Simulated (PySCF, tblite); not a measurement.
Isomers of C5H15NP2Si, one GFN2-xTB conformer each. Single-point energies are computed at PBE0/pcSseg-1 (PySCF, gas phase, no added dispersion term), electronic only.

Task: Rank them by PBE0/pcSseg-1 energy, lowest first (kcal/mol).
A. `[CH3:1][P:2]1(=[NH:3])[CH2:4][CH2:5][P:6]([SiH3:7])[CH2:8][CH2:9]1` with C1–P2–C4–C5 -172°, P2–C4–C5–P6 72°, C4–C5–P6–Si7 -169°, C5–P6–C8–C9 67°
B. `[CH3:1][C@@H:2]1[CH2:3][CH2:4][N:5]([SiH:6]([PH2:7])[PH2:8])[CH2:9]1` with C4–N5–Si6–P7 -152°, N5–Si6–P7–H 84° and 176°, N5–Si6–P8–H -176° and 91°, C1–C2–C3–C4 -156°, C2–C3–C4–N5 39°, C3–C4–N5–Si6 151°, C4–N5–C9–C2 9°

Result: B (0.0), A (17.6).

As drawn, the higher has an N–H bond, which the lower lacks. GFN2-xTB itself gives, in the same order: 0.0, 18.6. Both levels put the same isomer lowest.

Task: Which frontier levels, dipoles and rotational constants go with these structures?

Result: 
```csv
SMILES,"HOMO (eV, PBE0/pcSseg-1)",LUMO (eV),dipole (D),"A, B, C (MHz)"
C[C@@H]1CCN([SiH](P)P)C1,-6.17,0.19,1.11,"1331, 628.6, 470.4"
CP1(=N)CCP([SiH3])CC1,-6.26,0.36,2.45,"2153, 575.9, 557.0"
```

Task: What happens when harmonic zero-point energies from GFN2-xTB frequencies are added?

Result: 
```csv
SMILES,ZPE (kcal/mol),electronic (kcal/mol),with ZPE (kcal/mol)
C[C@@H]1CCN([SiH](P)P)C1,118.3,0.0,0.0
CP1(=N)CCP([SiH3])CC1,116.6,17.6,15.8
```

The zero-point energies span 1.7 kcal/mol. The order is unchanged.
